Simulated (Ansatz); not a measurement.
System: sum formula H6Si3O2Cl2 (charge 0, singlet). 
Geometry from a B3LYP-D3(BJ)/def2-TZVP (Ansatz, a program for electronic structure) optimisation:
```xyz
13

Si     2.8412     0.9557     0.7689
O      1.2214     0.6463     0.7185
Si     0.0065    -0.0405    -0.0695
Cl    -0.1541     0.7723    -1.9418
Cl     0.3579    -2.0472    -0.2740
O     -1.3553     0.1927     0.7426
Si    -2.9864    -0.0473     0.8079
H      3.2403     1.6888    -0.4510
H      3.0946     1.7784     1.9677
H      3.5825    -0.3201     0.8555
H     -3.4725     0.5733     2.0557
H     -3.6241     0.5885    -0.3641
H     -3.2704    -1.4978     0.8113
```

Wanted: atomisation energy (electronic, to ground-state atoms), in kcal/mol. Correlated levels leave the core frozen unless marked. Open shells are spin-unrestricted. No spin-orbit coupling. Non-relativistic. The coupled-cluster limit lacks core correlation, which all-electron functionals hold. CBS(X,Y): correlation extrapolated as X^-3; Hartree-Fock from the larger set.

```
level                            program  atomisation energy (kcal/mol)
------------------------  --------------  -----------------------------
BLYP-D3(BJ)/def2-TZVPD    Ansatz + dftd3                         1094.0
B3LYP-D3(BJ)/def2-TZVPD   Ansatz + dftd3                         1104.0
r2SCAN0/def2-TZVPD                Ansatz                         1095.1
B2PLYP-D3(BJ)/def2-TZVPD  Ansatz + dftd3                         1101.1
B2PLYP-D4/def2-TZVPD      Ansatz + dftd4                         1099.6
RI-MP2/aug-cc-pV(T+d)Z            Ansatz                         1114.6
SCS-MP2/cc-pV(D+d)Z               Ansatz                         1016.8
```

Task: Predict the CCSD(T)/CBS(cc-pV(T+d)Z,cc-pV(Q+d)Z) result (Ansatz).

Result: 1122.2 kcal/mol
